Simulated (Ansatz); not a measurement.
The cluster Cu2S2, relaxed as a singlet with RKS r2SCAN-D4/def2-SVP in Ansatz, starting from the GFN1-xTB geometry. Force threshold 0.02 eV/Å.

The restricted singlet is unstable towards broken spin symmetry at other levels; at r2SCAN-D4/def2-SVP this wasn't settled. At r2SCAN-D4/def2-SVP a triplet of charge 0 lies 0.20 eV below the restricted singlet, each at its own geometry. The structure comes from a short search, and lower isomers may exist.

Start:

```xyz
4

Cu   -0.7310    0.4090   -0.9313
Cu    0.5258   -0.4668    1.0367
S     0.0428    1.5624    0.6682
S     0.1623   -1.5047   -0.7737
```

```tsv
step	energy (eV)	largest force component (eV/Å)	SCF passes
1	-110932.7551	0.392	19
2	-110932.7679	0.164	24
3	-110932.7729	0.038	22
4	-110932.7737	0.017	24
```

Force components are those of the run's own axes.

End:

```xyz
4

Cu   -0.7832    0.4038   -0.9240
Cu    0.4924   -0.4853    1.0734
S     0.0858    1.5680    0.6432
S     0.2049   -1.4864   -0.7926
```

By distances, no bond broke or formed. The bond that changes most is Cu1–S4, from 2.12 to 2.14 Å (atoms count from 1).

No frequencies were taken in this run, so the end may be a saddle point.

Run time 9.5 s (4 threads of Arm Neoverse V1 on a shared host).
